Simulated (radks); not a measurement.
Values are calculated unless marked as measured or tabulated.
Species: Fe IX. Configuration: [Ar]. Code: a radial shooting solver on a logarithmic mesh with Libxc functionals. Model: Dirac Kohn-Sham, BLYP, spin-unpolarised, spherical densities, finite nucleus; Fermi nuclear charge, rms radius 3.7377 fm.

Normalised radial functions P(r) = r R(r) (large component), r in bohr:

```
   r/bohr * 3s1/2 (the largest magnitude, 1.3, reaches the edge; | marks zero)
 0.003821                             | *
 0.004819                             |  *
 0.006029                             |   *
 0.007604                             |   *
 0.009513                             |    *
    0.012                             |     *
  0.01501                             |      *
  0.01893                             |       *
  0.02368                             |       *
  0.02986                             |        *
  0.03736                             |       *
  0.04712                             |      *
  0.05895                             |   *
  0.07434                             *
    0.093                         *   |
   0.1173                    *        |
   0.1467                *            |
   0.1851              *              |
   0.2315                 *           |
   0.2896                        *    |
   0.3653                             |     *
    0.457                             |                *
   0.5763                             |                         *
    0.721                             |                          *
   0.9093                             |                     *
    1.138                             |             *
    1.435                             |     *
    1.795                             | *
    2.263                             *
```

3s1/2: eigenvalue -255.84 eV, 2 radial nodes at r = 0.0761, 0.325 bohr, <r> = 0.747 bohr, 90 % of the charge inside 1.10 bohr.
